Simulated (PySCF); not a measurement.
Ga(H)(Cl)(Me), SMILES [CH3][GaH][Cl] (CH₄ClGa), B3LYP/def2-SVP optimised geometry.

```
7

Ga     0.36    -0.09     0.00
H      1.93    -0.09     0.00
Cl    -0.52    -2.08     0.00
C     -0.89     1.43     0.00
H     -1.93     1.09     0.04
H     -0.74     2.04    -0.91
H     -0.69     2.08     0.87
```

Density from B3LYP/def2-TZVP in PySCF at that geometry.

Minimum of the electron density along straight lines between bonded atoms, close to the bond critical point (lines longer than 1.1 times the sum of covalent radii, or with two minima, are not listed):

| bond | length / Å | ρ at the minimum / e bohr⁻³ | ∇²ρ there / e bohr⁻⁵ | position (fraction from the first atom) |
|---|---|---|---|---|
| Ga1–H2 | 1.567 | 0.116 | 0.13 | 0.60 |
| Ga1–Cl3 | 2.182 | 0.090 | 0.25 | 0.44 |
| Ga1–C4 | 1.968 | 0.115 | 0.18 | 0.48 |
| C4–H5 | 1.099 | 0.271 | -0.90 | 0.64 |
| C4–H6 | 1.102 | 0.266 | -0.87 | 0.64 |
| C4–H7 | 1.102 | 0.267 | -0.87 | 0.64 |
